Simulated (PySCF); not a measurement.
Species: HCF2CF2OMe, C3H4F4O.
SMILES with atom numbers: `[CH3:1][O:2][C:3]([F:4])([F:5])[CH:6]([F:7])[F:8]` (hydrogens: H9, H10, H11 on C1; H12 on C6)

The same species was optimised twice, with GFN2-xTB and with PBE0-D3(BJ)/def2-SVP (PySCF), and the same property calculations (PySCF, gas phase) were run on both structures.

| coordinate | GFN2-xTB | PBE0-D3(BJ)/def2-SVP | change |
| --- | --- | --- | --- |
| C1–O2 (Å) | 1.436 | 1.419 | -0.017 |
| C3–C6 (Å) | 1.546 | 1.530 | -0.016 |
| C3–F5 (Å) | 1.370 | 1.354 | -0.016 |
| C3–F4 (Å) | 1.357 | 1.348 | -0.009 |
| O2–C3 (Å) | 1.332 | 1.340 | +0.008 |
| C6–F7 (Å) | 1.343 | 1.340 | -0.003 |
| C6–F8 (Å) | 1.342 | 1.340 | -0.002 |
| F4–C3–F5 (°) | 104.0 | 106.0 | +2.0 |
| C3–C6–F8 (°) | 110.6 | 109.1 | -1.5 |
| F7–C6–F8 (°) | 107.6 | 108.9 | +1.3 |
| O2–C3–F4 (°) | 112.9 | 112.0 | -0.9 |
| F4–C3–C6 (°) | 110.7 | 110.0 | -0.7 |
| C1–O2–C3 (°) | 115.6 | 116.3 | +0.7 |
| C3–C6–F7 (°) | 109.9 | 109.3 | -0.6 |
| F5–C3–C6 (°) | 107.9 | 108.4 | +0.5 |
| C1–O2–C3–F4 (°) | 55 | 56 | +1 |
| O2–C3–C6–F7 (°) | -59 | -63 | -4 |

Rotational constants: A = 3335, B = 1597, C = 1364 MHz (GFN2-xTB) against A = 3362, B = 1622, C = 1387 MHz (PBE0-D3(BJ)/def2-SVP). Point groups within 0.08 Å: C1 and C1.

On the GFN2-xTB structure: HOMO (eV) -9.49 [PBE0/pcSseg-1]; LUMO (eV) 1.56 [PBE0/pcSseg-1]; dipole (D) 2.87 [PBE0/pcSseg-1]; GIAO shielding of C1 (ppm) 134.3 [PBE0/pcSseg-1]; GIAO shielding of O2 (ppm) 249.8 [PBE0/pcSseg-1]; GIAO shielding of C3 (ppm) 60.8 [PBE0/pcSseg-1]; GIAO shielding of F4/F5 (mean) (ppm) 287.8 [PBE0/pcSseg-1]; GIAO shielding of C6 (ppm) 70.9 [PBE0/pcSseg-1]; GIAO shielding of F7/F8 (mean) (ppm) 327.8 [PBE0/pcSseg-1].

What do these properties become on the PBE0-D3(BJ)/def2-SVP structure?

```csv
property,level,on GFN2-xTB,on PBE0-D3(BJ)/def2-SVP,change
HOMO (eV),PBE0/pcSseg-1,-9.49,-9.35,+0.14
LUMO (eV),PBE0/pcSseg-1,1.56,1.56,0.00
dipole (D),PBE0/pcSseg-1,2.87,2.73,-0.14
"energy, GFN2-xTB geometry as zero (kcal/mol)",PBE0/pcSseg-1,0.0,-0.3,-0.3
GIAO shielding of C1 (ppm),PBE0/pcSseg-1,134.3,135.4,+1.1
GIAO shielding of O2 (ppm),PBE0/pcSseg-1,249.8,253.1,+3.3
GIAO shielding of C3 (ppm),PBE0/pcSseg-1,60.8,63.0,+2.2
GIAO shielding of F4/F5 (mean) (ppm),PBE0/pcSseg-1,287.8,296.3,+8.5
GIAO shielding of C6 (ppm),PBE0/pcSseg-1,70.9,71.9,+1.0
GIAO shielding of F7/F8 (mean) (ppm),PBE0/pcSseg-1,327.8,330.5,+2.7
```

The heavy atoms differ by 0.047 Å rms after alignment. Among bonds between heavy atoms C1–O2, C3–F5 and C3–C6 change most and about equally (-0.017 to -0.016 Å). Changes are differences of the printed values. Neither structure is proved a minimum here.

The values belong to the conformer `[CH3:1][O:2][C:3]([F:4])([F:5])[CH:6]([F:7])[F:8]`: C1–O2–C3–F4 56°, O2–C3–C6–F7 -63°.
